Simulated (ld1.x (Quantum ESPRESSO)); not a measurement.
**What one change does to a pseudopotential (nitrogen (N), RRKJ)**

- Element: N (Z = 7)
- Generator: ld1.x (Quantum ESPRESSO) 7.5
- Type: norm-conserving RRKJ (Kleinman–Bylander form)
- Functional: PBE
- Relativity: scalar-relativistic
- Frozen core: [He]
- Valence charge: 5
- Reference configuration: 2s2 2p2 (charge +1)
- Partial waves: 2s (bound): rc 1.05 bohr; 2p (bound): rc 1.85 bohr
- Local potential: all-electron potential smoothed inside 1.00 bohr (lloc = -1)
- Core correction: a·sin(br)/r model core, default radius (core density twice the valence density)

All-electron outer shells of the reference configuration (PBE, scalar-relativistic, ld1.x):

| shell | level (eV) | outermost node (bohr) | outermost maximum (bohr) |
| --- | --- | --- | --- |
| 2s | -32.46 | 0.32 | 0.99 |
| 2p | -20.69 | – | 0.92 |

Change: all radii but the core radius scaled by about 0.95 (s 1.00, p 1.76 bohr); local potential all-electron potential smoothed inside 0.96 bohr (lloc = -1).

Cutoffs: the cutoffs (Ry, on a coarse ladder) from which the occupation-weighted sum of valence levels, in a spherical-Bessel basis at the reference potential, stays within 10 and 1 mRy of its value at 400 Ry; they do not see the model core or the augmentation charge, which bear on the density cutoff. Errors are all-electron minus pseudo energies relative to the spin-unpolarised reference configuration.

Problem. How do hardness, ghosts and transferability respond?

Solution. The potential gets harder (70 Ry and 90 Ry → 80 Ry and 100 Ry); of the 7 tests that both files solve, the error grows in 0 and shrinks in 6 by more than 15 % and 0.3 meV (median size 113.5 → 90.1 meV); neither file shows a bound ghost. A smaller radius makes the pseudo-wave follow the all-electron one further in, where it bends more sharply, so more plane waves are needed. Less of the atom is replaced, so other configurations are described better.

```tsv
quantity	base	changed
cutoff, loose	70 Ry	80 Ry
cutoff, tight	90 Ry	100 Ry
loose cutoff by channel (10 mRy a level)	s 60 Ry, p 30 Ry	s 70 Ry, p 35 Ry
bound ghosts	none	none
error for 2s2 2p3, meV [ΔE -13.59 eV]	+35	+27
error for 2s2 2p1, meV [ΔE 28.85 eV]	+155	+126
error for 2s2 2p0, meV [ΔE 75.94 eV]	+1043	+864
error for 2s1 2p3, meV [ΔE 11.78 eV]	+5.5	+6.3
error for 2s2 2p2.5, meV [ΔE -8.50 eV]	+14	+11
error for 2s1 2p4, meV [ΔE -2.08 eV]	+114	+90
error for 2s0 2p5, meV [ΔE 9.45 eV]	+191	+155
```
